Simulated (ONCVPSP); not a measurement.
## thallium, ONCV: configuration errors across variants

thallium, optimised norm-conserving Vanderbilt (ONCV), made with ONCVPSP 4.0.1 (LDA (Perdew-Zunger), scalar-relativistic). Core [Kr] 4d10 4f14, reference 5s2 5p6 5d10 6s2 6p1. Waves: 5s+6s: rc 1.30 bohr, ncon 4, nbas 7, qcut 7.2 1/bohr, 2 projectors; 5p+6p: rc 1.95 bohr, ncon 5, nbas 10, qcut 7 1/bohr, 3 projectors, debl 3.5 Ha; 5d: rc 2.10 bohr, ncon 4, nbas 9, qcut 6.4 1/bohr, 1 projector. Local part: polynomial inside 1.10 bohr (lpopt 5, dvloc0 1 Ha). Core correction: Teter function, fcfact 4.5, rcfact 1.7.

All-electron excitation energies from the reference (eV): (1) 5s2 5p6 5d10 6s2 6p0 5.409; (2) 5s2 5p6 5d10 6s1 6p0 26.609; (3) 5s2 5p6 5d10 6s1 6p2 7.483.

Errors AE − PS in meV (a dash: test not solved or not reliable):

```tsv
change	(1)	(2)	(3)	bound ghosts	GHOST(+) flags above zero
base	-2.5	-13	-2.7	none	s
d: rc 1.5	-2.6	-13	-2.4	none	s
d: rc 1.68	-2.6	-13	-2.4	none	s
d: rc 1.82	-2.6	-13	-2.4	none	s
d: rc 2.02	-2.5	-13	-2.5	none	s
d: rc 2.22	-2.5	-14	-2.9	none	s
d: rc 2.44	-2.5	-17	-3.6	none	s
d: rc 2.66	-2.5	-21	-4.5	none	s, d
d: rc 2.86	-2.7	-26	-5.5	none	s, d
```

**Question.** Give the same row for: d: rc 3.1.

**Answer.** -3.1, -35, -6.9; bound ghosts: none; GHOST(+) flags above zero: s.
